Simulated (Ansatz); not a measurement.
Consider the redistribution: `F[SiH2]O[SiH2]Cl` + `CC[SiH2]C` → `CC[SiH2][SiH2]F` + `CO[SiH2]Cl`.

Isolated molecules relaxed with PBE0-D4/def2-TZVP in Ansatz; ΔE leaves out vibrations. CCSD(T)/CBS is the MP2 limit (def2-TZVPP, def2-QZVPP) plus CCSD(T) − MP2 in def2-TZVPP, frozen cores. Functionals use def2-TZVPP. B3LYP here is the variant with VWN-RPA as its local correlation; programs differ in this. Each species was taken in one conformer, which may not be the lowest.

`F[SiH2]O[SiH2]Cl`:

Z-matrix (Å, degrees):
```
Si
O 1 1.624
F 1 1.593 2 109.1
H 1 1.475 2 108.0 3 -117.1
H 1 1.477 2 110.4 3 118.1
Si 2 1.626 1 148.3 3 -64.1
Cl 6 2.050 2 109.9 1 -29.0
H 6 1.477 2 110.0 1 89.5
H 6 1.476 2 108.5 1 -147.0
```

`CC[SiH2]C`:

Z-matrix (Å, degrees):
```
C
C 1 1.526
H 1 1.093 2 111.5
H 1 1.093 2 111.7 3 120.0
H 1 1.093 2 111.4 3 -119.8
Si 2 1.878 1 113.9 3 61.2
H 2 1.096 1 110.3 3 -60.8
H 2 1.096 1 110.3 3 -177.4
C 6 1.873 2 111.8 1 -60.0
H 6 1.493 2 109.1 1 61.0
H 6 1.492 2 109.4 1 178.5
H 9 1.093 6 110.9 2 -59.4
H 9 1.092 6 110.9 2 -179.3
H 9 1.093 6 111.2 2 60.8
```

`CC[SiH2][SiH2]F`:

Cartesian coordinates in Å:
```
C 0.804 0.481 2.128
C -0.202 0.087 1.051
Si 0.540 0.017 -0.677
Si -1.050 -0.571 -2.295
F -2.271 0.479 -2.257
H 1.231 1.468 1.932
H 0.338 0.514 3.116
H 1.633 -0.229 2.179
H -0.640 -0.892 1.273
H -1.039 0.794 1.030
H 1.627 -1.005 -0.736
H 1.141 1.333 -1.035
H -1.624 -1.920 -2.037
H -0.488 -0.555 -3.672
```

`CO[SiH2]Cl`:

Cartesian coordinates in Å:
```
C -0.315 -0.559 1.224
O -0.006 0.624 0.517
Si 0.203 0.703 -1.093
Cl 1.802 -0.447 -1.687
H -0.557 -0.284 2.251
H 0.539 -1.243 1.232
H -1.177 -1.074 0.786
H 0.489 2.113 -1.416
H -0.976 0.167 -1.814
```

```tsv
level	ΔE (kcal/mol)	difference from CCSD(T)/CBS
r2SCAN-D4	54.1	-1.8
PBE0-D4	51.1	-4.8
ωB97M-V	55.8	-0.1
PBE	47.9	-8.0
PBE0	50.8	-5.1
B3LYP	52.9	-3.0
HF/def2-TZVPP	58.0	2.1
MP2/def2-TZVPP	58.6	2.7
CCSD/def2-TZVPP	55.9	0.0
CCSD(T)/def2-TZVPP	55.3	-0.6
HF/def2-QZVPP	58.5	2.6
MP2/def2-QZVPP	59.1	3.2
SCS-MP2/def2-QZVPP	58.0	2.1
HF/CBS(def2)	58.6	2.7
MP2/CBS(def2)	59.2	3.3
CCSD/CBS(def2)	56.5	0.6
CCSD(T)/CBS	55.9	0
```

Largest T1 diagnostic among the species: 0.011.

From PBE to PBE0 (25 % exact exchange), in def2-TZVPP and without D4, ΔE moves by +2.9 kcal/mol.

CCSD(T)/CBS has its own doubt, a few kJ/mol and more with outer-core shells, so smaller differences from it don't rank the levels.
